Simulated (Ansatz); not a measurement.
Program: Ansatz. Geometries: PBE0-D4/def2-TZVP. ΔE: electronic, gas phase. CBS: MP2 limit from def2 TZ/QZ plus the TZ coupled-cluster correction, frozen cores. DFT in def2-TZVPP. def2 core potentials past Kr. For I outer-core shells are correlated without core-valence functions, which leaves a few kJ/mol of doubt a bond. Each species was taken in one conformer, which may not be the lowest.

Consider the ligand exchange at the Si–C bond: `CC([SiH3])I` + `CCB(O)O` → `CCB(O)O[SiH3]` + `CCI`.

```tsv
level	ΔE (kJ/mol)
r2SCAN-D4	-93.5
CCSD/def2-TZVPP	-97.5
SCS-MP2/def2-QZVPP	-98.0
HF/CBS(def2)	-123.4
```

(1) What does CCSD(T)/CBS give? (An estimate is asked.)

Largest T1 diagnostic among the species: 0.012.

## Answers

(1) Computed: -92.1 kJ/mol. The listed levels differ from it by -1.4, -5.4, -5.9, -31.3 kJ/mol.

From PBE to PBE0 (25 % exact exchange), in def2-TZVPP and without D4, ΔE moves by −5.0 kJ/mol. In def2-TZVPP, CCSD(T) changes the Hartree–Fock value by +28.4 kJ/mol (the triples alone add +4.2 kJ/mol) and MP2 by +30.0 kJ/mol. The D4 term adds +4.2 kJ/mol with B3LYP and +1.9 kJ/mol with PBE0; it sums over pairs of atoms, weighted by their polarisabilities, and B3LYP, whose exchange is more repulsive, gets the larger term.

B3LYP here is the variant with VWN-RPA as its local correlation; programs differ in this.
